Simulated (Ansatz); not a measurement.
Consider the formal exchange of groups at the Se–B bond: `[SiH3]NB[SeH]` + `[InH3]` → `[SeH][InH2]` + `BN[SiH3]`.

Gas-phase electronic energies from Ansatz, PBE0-D4/def2-TZVP geometries. CCSD(T)/CBS adds triple-zeta CCSD(T) − MP2 to the extrapolated MP2 energy (def2 sets, frozen cores). DFT in def2-TZVPP. def2 core potentials past Kr. For In, Se outer-core shells are correlated without core-valence functions, which leaves a few kJ/mol of doubt a bond. Scalar relativity is left out up to krypton. Each species was taken in one conformer, which may not be the lowest.

| level | ΔE (kJ/mol) |
| --- | --- |
| B2PLYP | -63.3 |
| CCSD/CBS(def2) | -64.8 |

(1) What does CCSD(T)/CBS give? (An estimate is asked.)

Largest T1 diagnostic among the species: 0.014.

Results:

(1) The calculation gave: -63.5 kJ/mol. The listed levels differ from it by 0.2, -1.3 kJ/mol.

The D4 term adds +4.4 kJ/mol with B3LYP and +2.4 kJ/mol with PBE0; it sums over pairs of atoms, weighted by their polarisabilities, and B3LYP, whose exchange is more repulsive, gets the larger term. In def2-TZVPP, CCSD(T) changes the Hartree–Fock value by +13.9 kJ/mol (the triples alone add +1.3 kJ/mol) and MP2 by +11.3 kJ/mol.

B3LYP here is the variant with VWN-RPA as its local correlation; programs differ in this.
